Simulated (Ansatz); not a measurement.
Born–Oppenheimer molecular dynamics of C2H9NSi (13 atoms, charge 0, multiplicity 1). It starts from a relaxed structure.

Method: RKS B3LYP/6-31G* (Ansatz).

```
ensemble        : NVT, Langevin thermostat
time step       : 0.5 fs
steps asked     : 150
set temperature : 500 K
friction        : 0.02 /fs
seed            : 448297
```

First frame:

```xyz
13
Properties=species:S:1:pos:R:3
Si 0.000 -0.004 0.039
N 0.078 -0.203 1.761
C -1.129 -0.448 2.537
H -1.874 -0.975 1.930
H -0.900 -1.081 3.407
H -1.594 0.479 2.916
C 1.145 0.413 2.536
H 1.388 -0.210 3.410
H 2.053 0.505 1.930
H 0.881 1.418 2.910
H 1.377 -0.158 -0.503
H -0.519 1.315 -0.454
H -0.905 -1.052 -0.506
```

(1) How far do the bonds stretch over the last three quarters of this one trajectory? (Pairs bonded in most of those frames.)

## Answers

(1) 
| bond | mean (Å) | spread (Å) | shortest | longest |
| --- | --- | --- | --- | --- |
| Si1–N2 | 1.737 | 0.015 | 1.71 | 1.76 |
| Si1–H11 | 1.493 | 0.036 | 1.43 | 1.58 |
| Si1–H12 | 1.506 | 0.048 | 1.42 | 1.60 |
| Si1–H13 | 1.492 | 0.045 | 1.41 | 1.57 |
| N2–C3 | 1.460 | 0.020 | 1.43 | 1.50 |
| N2–C7 | 1.459 | 0.021 | 1.42 | 1.51 |
| C3–H4 | 1.098 | 0.029 | 1.05 | 1.15 |
| C3–H5 | 1.105 | 0.029 | 1.04 | 1.17 |
| C3–H6 | 1.110 | 0.039 | 1.03 | 1.18 |
| C7–H8 | 1.106 | 0.026 | 1.06 | 1.16 |
| C7–H9 | 1.104 | 0.057 | 1.00 | 1.19 |
| C7–H10 | 1.107 | 0.021 | 1.06 | 1.17 |

Mean temperature of the second half: 400 K. The mean temperature of the second half is 20 % below the set value. A run of 0.075 ps of so small a system gives no equilibrium averages.

Time of the run: 9.4 min on 1 thread of Arm Neoverse V2, with other jobs on the host, peak memory 0.16 GiB.
